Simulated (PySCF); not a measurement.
2,3-dimethylthiophene, C6H8S.
Geometry (PBE0-D3(BJ)/def2-SVP, Å), atoms numbered from 1 in this order:
```
atom  x, y, z in Å
C1    -0.762    1.597    0.411
C2     0.193    0.488    0.097
C3     1.614    0.648    0.090
C4     2.288   -0.505   -0.205
S5     1.201   -1.804   -0.479
C6    -0.182   -0.805   -0.199
C7    -1.559   -1.381   -0.275
H8    -0.769    1.827    1.490
H9    -0.484    2.522   -0.115
H10   -1.792    1.343    0.123
H11    2.114    1.597    0.295
H12    3.363   -0.658   -0.281
H13   -1.547   -2.400   -0.686
H14   -2.033   -1.431    0.719
H15   -2.210   -0.771   -0.921
```

Computed with PySCF at B3LYP/def2-SVPD, non-relativistic, on one gas-phase PBE0-D3(BJ)/def2-SVP geometry that isn't relaxed in the solvent. The solvent is an IEF-PCM continuum (Bondi radii, 1.10 Å for H, scaled by 1.2), and excitations are vertical TDDFT with non-equilibrium linear response and a frozen core. Specific hydrogen bonds and non-electrostatic terms are outside this model.

Gas-phase singlets (H = HOMO, L = LUMO):

```
state  E (eV)  λ (nm)      f        leading configurations
   S1   5.399     230  0.042            H→L+1 50%, H→L 41%
   S2   5.438     228  0.055            H→L 46%, H→L+1 43%
   S3   5.693     218  0.066  H-1→L 72%, H→L+4 15%, H→L 8%
   S4   5.827     213  0.013                     H→L+2 90%
   S5   5.886     211  0.001      H-1→L+1 80%, H-1→L+2 11%
```

Task: What are the lowest 5 singlets in chloroform (ε = 4.711)?

Result: 
| state | E (eV) | λ (nm) | f | leading configurations | change by rank (eV) |
| --- | --- | --- | --- | --- | --- |
| S1 | 5.337 | 232 | 0.136 | H→L 89% | -0.062 |
| S2 | 5.470 | 227 | 0.003 | H→L+1 92% | +0.032 |
| S3 | 5.671 | 219 | 0.104 | H-1→L 77%, H→L+4 13% | -0.022 |
| S4 | 5.819 | 213 | 0.016 | H→L+2 93% | -0.008 |
| S5 | 5.965 | 208 | 0.001 | H-1→L+1 84%, H-1→L+2 11% | +0.079 |

Task: What are the lowest 5 singlets in dichloromethane (ε = 8.93)?

Result: 
| state | E (eV) | λ (nm) | f | leading configurations | change by rank (eV) |
| --- | --- | --- | --- | --- | --- |
| S1 | 5.335 | 232 | 0.135 | H→L 90% | -0.064 |
| S2 | 5.483 | 226 | 0.002 | H→L+1 93% | +0.045 |
| S3 | 5.678 | 218 | 0.103 | H-1→L 78%, H→L+4 13% | -0.015 |
| S4 | 5.817 | 213 | 0.015 | H→L+2 93% | -0.010 |
| S5 | 5.986 | 207 | 0.001 | H-1→L+1 84%, H-1→L+2 11% | +0.100 |

Task: How do the frontier levels move from gas to dichloromethane?

Result: 
```csv
orbital,gas (eV),solvent (eV),change (eV),"Löwdin shares, gas","Löwdin shares, solvent"
LUMO+2,0.57,0.57,0.00,"S5 48 %, C4 7 %, C6 6 %, H12 6 %","S5 52 %, C4 8 %, C6 7 %, C3 6 %"
LUMO+1,0.19,0.29,+0.10,"S5 37 %, C7 12 %, C1 9 %, H13 7 %","S5 43 %, C7 10 %, C1 7 %, H13 7 %"
LUMO,-0.39,-0.42,-0.03,"S5 22 %, C4 22 %, C6 19 %, C3 14 %","S5 23 %, C4 22 %, C6 19 %, C3 14 %"
HOMO,-6.17,-6.18,-0.01,"C6 26 %, C4 24 %, C2 18 %, C3 8 %","C6 26 %, C4 23 %, C2 19 %, C3 8 %"
HOMO-1,-6.70,-6.76,-0.06,"S5 40 %, C3 23 %, C2 12 %, C4 10 %","S5 40 %, C3 23 %, C2 12 %, C4 11 %"
HOMO-2,-9.20,-9.21,-0.01,"S5 54 %, C6 13 %, C2 7 %, C4 7 %","S5 52 %, C6 13 %, C2 8 %, C1 8 %"
HOMO-3,-9.80,-9.73,+0.07,"S5 19 %, C4 15 %, C3 14 %, C2 11 %","C3 16 %, C2 14 %, S5 10 %, C7 9 %"
```

The HOMO–LUMO gap goes from 5.78 to 5.76 eV. Rows go by rank; for HOMO-3 the atom shares or the degeneracy differ between the runs, so the row needn't follow one orbital.
